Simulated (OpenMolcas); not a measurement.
# Ionisation energies of germanium

| Item | Value |
| --- | --- |
| Program | OpenMolcas 26.06 |
| Basis | ANO-RCC [10s9p8d5f2g] |
| Scalar Hamiltonian | DKH2, point nucleus |
| Spin-orbit coupling | RASSI with atomic mean-field integrals over the reference wave functions, term energies averaged over their components |

Active shells in each charge state: the valence s, p shells, with orbitals averaged over the low states. Where CASPT2's correlated closed shells are named, they are those of the first ion.

A. CASSCF
B. SS-CASPT2, IPEA 0.25 Eh, imaginary shift 0.1 Eh (closed shells correlated: 3d)
C. SS-CASPT2, IPEA 0 Eh, imaginary shift 0.1 Eh (closed shells correlated: 3d)
D. SS-CASPT2, IPEA 0.25 Eh, imaginary shift 0.1 Eh (closed shells correlated: none)
E. SS-CASPT2, IPEA 0.25 Eh, imaginary shift 0.1 Eh (closed shells correlated: 3s 3p 3d)

Energies in eV between the lowest computed levels, named as in B; reference values from the NIST Atomic Spectra Database with their kind.

```json
{"From": "Ge 4s2 4p2 3P0", "To": "Ge+ 4s2 4p 2P* 1/2", "A": "7.073", "B": "7.813", "C": "7.926", "D": "7.646", "E": "7.806", "Spin-orbit share in B": "-0.022", "Reference": "7.899 (measured)"}
{"From": "Ge+ 4s2 4p 2P* 1/2", "To": "Ge2+ 4s2 1S0", "A": "14.808", "B": "15.850", "C": "15.961", "D": "15.527", "E": "15.847", "Spin-orbit share in B": "+0.134", "Reference": "15.935 (measured)"}
{"From": "Ge2+ 4s2 1S0", "To": "Ge3+ 4s 2S 1/2", "A": "33.218", "B": "33.981", "C": "33.981", "D": "33.297", "E": "34.031", "Spin-orbit share in B": "+0.000", "Reference": "34.058 (measured)"}
{"From": "Ge3+ 4s 2S 1/2", "To": "Ge4+ 3d10 1S0", "A": "44.612", "B": "45.665", "C": "45.687", "D": "44.612", "E": "45.751", "Spin-orbit share in B": "+0.000", "Reference": "45.715 (measured)"}
```

Steps that some method lacks are left out, and so are those with a state whose active s or d shell is doubly occupied in every root (s and p with five to eight electrons, d10) over a frozen core shell of the same l, since the two then mix freely.

Error against the reference values, in %:

```
From  Reference      A     B     C     D     E
  Ge   measured  -10.5  -1.1  +0.3  -3.2  -1.2
 Ge+   measured   -7.1  -0.5  +0.2  -2.6  -0.6
Ge2+   measured   -2.5  -0.2  -0.2  -2.2  -0.1
Ge3+   measured   -2.4  -0.1  -0.1  -2.4  +0.1
```

Mean absolute error over the 4 measured values: A 0.97 eV, B 0.07 eV, C 0.04 eV, D 0.63 eV, E 0.06 eV. C lies closest.

* marks odd parity.
